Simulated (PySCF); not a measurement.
Excitations are Tamm–Dancoff values on a coarser integration grid. The basis has no diffuse functions, so Rydberg states are missing or too high.

Z-matrix (Å, degrees):
```
C
H 1 1.1123
C 1 1.5295 2 107.22
H 3 1.0902 1 111.58 2 59.71
H 3 1.0920 4 108.31 1 123.00
H 3 1.0922 4 107.67 5 115.74
C 1 1.5296 2 107.22 3 -120.24
H 7 1.0902 1 111.58 2 -59.69
H 7 1.0920 8 108.31 1 -123.00
H 7 1.0922 8 107.67 9 -115.74
B 1 1.5532 2 96.56 3 119.88
H 11 1.1930 1 120.43 2 87.42
H 11 1.1930 12 118.94 1 174.91
```
Charge 0, multiplicity 1.

**Question.** Predict the HOMO, S1–T1 gap (TDA) and HOMO–LUMO gap from M06-2X/def2-TZVP (PySCF).

**Answer.** 
```json
{
  "HOMO": "-9.60 eV",
  "S1–T1 gap (TDA)": "0.45 eV",
  "HOMO–LUMO gap": "9.22 eV"
}
```
